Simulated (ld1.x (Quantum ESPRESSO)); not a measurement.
**zinc (Zn): ultrasoft pseudisation with PBE, scalar-relativistic reference atom.**

ld1.x (Quantum ESPRESSO) 7.5 input, shortened:

```
&input
   title='Zn', zed=30., rel=1, dft='PBE', iswitch=3,
   config='[Ar] 3d10 4s1 4p1'
 /
 &inputp
   pseudotype=3, tm=.true., lloc=-1, rcloc=2.35,
   nlcc=.true.
 /
4
4S  1  0   1.00   0.00  1.60  1.95  0.0
4S  1  0   0.00   2.50  1.60  1.95  0.0
4P  2  1   1.00   0.00  1.95  2.70  0.0
4P  2  1   0.00   0.20  1.95  2.70  0.0
 &test
   configts(1)='4s1 4p1'
 /
```

All-electron outer shells of the reference configuration (PBE, scalar-relativistic, ld1.x):

```json
{"shell": "3p", "level (eV)": "-85.65", "outermost node (bohr)": "0.25", "outermost maximum (bohr)": "0.59"}
{"shell": "3d", "level (eV)": "-12.34", "outermost node (bohr)": "–", "outermost maximum (bohr)": "0.57"}
{"shell": "4s", "level (eV)": "-7.40", "outermost node (bohr)": "0.85", "outermost maximum (bohr)": "2.04"}
{"shell": "4p", "level (eV)": "-2.10", "outermost node (bohr)": "0.92", "outermost maximum (bohr)": "2.89"}
```

Problem. Estimate the cutoffs (Ry, on a coarse ladder) from which the occupation-weighted sum of valence levels, in a spherical-Bessel basis at the reference potential, stays within 10 and 1 mRy of its value at 400 Ry.

Solution. 6 Ry and 10 Ry.

Problem. Does the potential have ghost states?

Solution. No extra level below or beside the all-electron valence levels (s, p, d, f tested).

Problem. Is the overlap operator S = 1 + Σ q|β⟩⟨β| positive definite (Bessel basis up to 400 Ry)?

Solution. Yes: its lowest eigenvalue is 0.37 (s channel).

Problem. Which valence shell sets the plane-wave cutoff?

Solution. 4s: its level needs 10 Ry to come within 1 mRy, against 6 Ry for 4p.

Problem. Tests: 4s2 4p0; 4s1 4p0; 4s1.5 4p0; 4s0 4p1; 4s0 4p2. Which has the largest error in its energy relative to the reference configuration, and how large is it?

Solution. 4s0 4p1, with -92 meV (all-electron minus pseudo) on +11.13 eV.
